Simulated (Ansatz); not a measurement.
The lowest singlet and triplet of NP (SMILES N#P); geometries from B3LYP-D3(BJ)/def2-TZVP, each state relaxed from the structure named, with no frequency check.
Singlet at the triplet's geometry (charge 0, multiplicity 1):
```tsv
atom	x (Å)	y (Å)	z (Å)
N	0.0000	0.0000	-1.1142
P	0.0000	0.0000	0.5200
```

```json
[
 {"level": "R-SVWN5/def2-TZVPP", "gap E(singlet) − E(triplet), vertical, at the triplet's geometry (kcal/mol)": "-74.72", "cost": "×0.9"},
 {"level": "U-SVWN5/def2-TZVPP", "gap E(singlet) − E(triplet), vertical, at the triplet's geometry (kcal/mol)": "-74.72", "cost": "×0.9"},
 {"level": "R-PBE/def2-TZVPP", "gap E(singlet) − E(triplet), vertical, at the triplet's geometry (kcal/mol)": "-67.31", "cost": "×1"},
 {"level": "U-PBE/def2-TZVPP", "gap E(singlet) − E(triplet), vertical, at the triplet's geometry (kcal/mol)": "-67.31", "cost": "×1"},
 {"level": "R-r2SCAN/def2-TZVPP", "gap E(singlet) − E(triplet), vertical, at the triplet's geometry (kcal/mol)": "-59.75", "cost": "×2"},
 {"level": "U-r2SCAN/def2-TZVPP", "gap E(singlet) − E(triplet), vertical, at the triplet's geometry (kcal/mol)": "-59.75", "cost": "×3"},
 {"level": "R-B3LYP/def2-TZVPP", "gap E(singlet) − E(triplet), vertical, at the triplet's geometry (kcal/mol)": "-61.27", "cost": "×1"},
 {"level": "U-B3LYP/def2-TZVPP", "gap E(singlet) − E(triplet), vertical, at the triplet's geometry (kcal/mol)": "-61.27", "cost": "×2"},
 {"level": "R-PBE0/def2-TZVPP", "gap E(singlet) − E(triplet), vertical, at the triplet's geometry (kcal/mol)": "-57.70", "cost": "×1"},
 {"level": "U-PBE0/def2-TZVPP", "gap E(singlet) − E(triplet), vertical, at the triplet's geometry (kcal/mol)": "-57.70", "cost": "×1"},
 {"level": "R-BHLYP/def2-TZVPP", "gap E(singlet) − E(triplet), vertical, at the triplet's geometry (kcal/mol)": "-49.25", "cost": "×1"},
 {"level": "U-BHLYP/def2-TZVPP (spin-contaminated)", "gap E(singlet) − E(triplet), vertical, at the triplet's geometry (kcal/mol)": "-50.68", "cost": "×2"},
 {"level": "R-wB97X-V/def2-TZVPP", "gap E(singlet) − E(triplet), vertical, at the triplet's geometry (kcal/mol)": "-59.73", "cost": "×3"},
 {"level": "U-wB97X-V/def2-TZVPP", "gap E(singlet) − E(triplet), vertical, at the triplet's geometry (kcal/mol)": "-59.73", "cost": "×4"},
 {"level": "R-wB97M-V/def2-TZVPP", "gap E(singlet) − E(triplet), vertical, at the triplet's geometry (kcal/mol)": "-64.45", "cost": "×3"},
 {"level": "U-wB97M-V/def2-TZVPP", "gap E(singlet) − E(triplet), vertical, at the triplet's geometry (kcal/mol)": "-64.45", "cost": "×4"},
 {"level": "R-B2PLYP/def2-TZVPP", "gap E(singlet) − E(triplet), vertical, at the triplet's geometry (kcal/mol)": "-74.07", "cost": "×2"},
 {"level": "U-B2PLYP/def2-TZVPP (spin-contaminated)", "gap E(singlet) − E(triplet), vertical, at the triplet's geometry (kcal/mol)": "-60.60", "cost": "×3"},
 {"level": "SA-CASSCF(10,8)/cc-pV(D+d)Z", "gap E(singlet) − E(triplet), vertical, at the triplet's geometry (kcal/mol)": "-69.75", "cost": "-"},
 {"level": "SA-CASSCF(10,8)/cc-pV(T+d)Z", "gap E(singlet) − E(triplet), vertical, at the triplet's geometry (kcal/mol)": "-69.30", "cost": "-"},
 {"level": "SA-CASSCF(10,8)/cc-pV(Q+d)Z", "gap E(singlet) − E(triplet), vertical, at the triplet's geometry (kcal/mol)": "-69.32", "cost": "-"},
 {"level": "SC-NEVPT2 on SA-CASSCF(10,8)/cc-pV(D+d)Z", "gap E(singlet) − E(triplet), vertical, at the triplet's geometry (kcal/mol)": "-64.82", "cost": "-"},
 {"level": "SC-NEVPT2 on SA-CASSCF(10,8)/cc-pV(T+d)Z", "gap E(singlet) − E(triplet), vertical, at the triplet's geometry (kcal/mol)": "-64.60", "cost": "-"},
 {"level": "SC-NEVPT2 on SA-CASSCF(10,8)/cc-pV(Q+d)Z", "gap E(singlet) − E(triplet), vertical, at the triplet's geometry (kcal/mol)": "-65.12", "cost": "-"},
 {"level": "FIC-NEVPT4(SD) on SA-CASSCF(10,8)/cc-pV(D+d)Z", "gap E(singlet) − E(triplet), vertical, at the triplet's geometry (kcal/mol)": "-63.09", "cost": "-"},
 {"level": "FIC-NEVPT4(SD) on SA-CASSCF(10,8)/cc-pV(T+d)Z", "gap E(singlet) − E(triplet), vertical, at the triplet's geometry (kcal/mol)": "-62.90", "cost": "-"},
 {"level": "FIC-NEVPT4(SD) on SA-CASSCF(10,8)/cc-pV(Q+d)Z", "gap E(singlet) − E(triplet), vertical, at the triplet's geometry (kcal/mol)": "-63.47", "cost": "-"},
 {"level": "FIC-MRCISD+Q on SA-CASSCF(10,8)/cc-pV(D+d)Z", "gap E(singlet) − E(triplet), vertical, at the triplet's geometry (kcal/mol)": "-63.27", "cost": "-"},
 {"level": "FIC-MRCISD+Q on SA-CASSCF(10,8)/cc-pV(T+d)Z", "gap E(singlet) − E(triplet), vertical, at the triplet's geometry (kcal/mol)": "-63.23", "cost": "-"},
 {"level": "FIC-MRCISD+Q on SA-CASSCF(10,8)/cc-pV(Q+d)Z", "gap E(singlet) − E(triplet), vertical, at the triplet's geometry (kcal/mol)": "-63.86", "cost": "-"}
]
```

The rows run from -74.72 (R-SVWN5/def2-TZVPP) to -49.25 kcal/mol (R-BHLYP/def2-TZVPP). The 9 R-functionals in def2-TZVPP without D3 or D4 span 25.46, from R-SVWN5 to R-BHLYP.

A positive gap puts the triplet lower; no zero-point energy. R- takes a restricted singlet. U- takes an unrestricted singlet (broken symmetry where lower, unprojected). The triplet is unrestricted in single-reference levels. Active spaces average the two states.

Cores are frozen in the correlated methods.

Doubts at one or more of the structures used: a restricted determinant that unrestricted orbitals would lower (R-BHLYP/def2-TZVPP, R-B2PLYP/def2-TZVPP).

The values were computed with Ansatz (a quantum-chemistry and plane-wave program) with Gaussian orbitals. Each number belongs to the level named beside it.

Costs are rough ratios of core time to R-PBE/def2-TZVPP (about 4 s over the structures, on one shared machine); a dash marks a level with no comparable run of its own.
